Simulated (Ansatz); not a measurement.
Total energies of `[OH][Zr]([OH])([I])[I]`.

```xyz
7

O     0.936   -0.900   -1.115
Zr    0.143    0.307    0.101
O    -1.520   -0.349    0.708
I     1.804    0.622    2.244
I    -0.257    2.695   -1.161
H     1.229   -1.585   -1.709
H    -2.335   -0.790    0.932
```

Total charge 0; spin multiplicity 1. Correlated methods include outer-core shells of I, Zr, which these sets cover unevenly. Zr, I takes the def2 core potential. All single points use the PBE0-D4/def2-TZVP geometry. It is one conformer, not always the lowest. Basis def2-TZVPP, the Gaussian-basis code of Ansatz.

RPA on PBE orbitals: Hartree–Fock energy of these orbitals -791.03637 Eh, correlation -2.45852 Eh (frozen core).

```csv
functional,energy without D4 (Eh),D4 term (kJ/mol)
PBE,-794.31472,-23.4
revPBE,-794.55058,-45.7
r2SCAN,-794.67258,-5.5
B97M-V,-794.41582,–
r2SCANh,-794.62547,-6.3
HSE06 (plane-wave form),-794.32554,-20.2
BHLYP,-794.21907,-39.9
CAM-B3LYP,-794.40312,-22.5
LC-ωPBE,-794.47750,–
ωB97M-V,-794.32144,–
```

Q: Give the same for LDA (SPW92), BLYP, PBE0, B3LYP, r2SCAN0, ωB97X-V, B2PLYP, PBE-QIDH. (An estimate is asked.)

A: The calculation gave: 
```
 functional  energy without D4 (Eh)  D4 term (kJ/mol)
LDA (SPW92)              -792.47452                 –
       BLYP              -794.32261             -46.4
       PBE0              -794.33625             -20.8
      B3LYP              -794.68988             -38.2
    r2SCAN0              -794.55660              -7.1
    ωB97X-V              -794.37378                 –
     B2PLYP              -793.97542                 –
   PBE-QIDH              -793.95960                 –
```

B3LYP takes the VWN-RPA correlation (the form of Gaussian; ORCA's B3LYP/G). HSE06 is the plane-wave form, built on full-range PBE exchange. The double hybrids freeze the cores in their second-order part.

LC-ωPBE has ω = 0.4 bohr⁻¹.
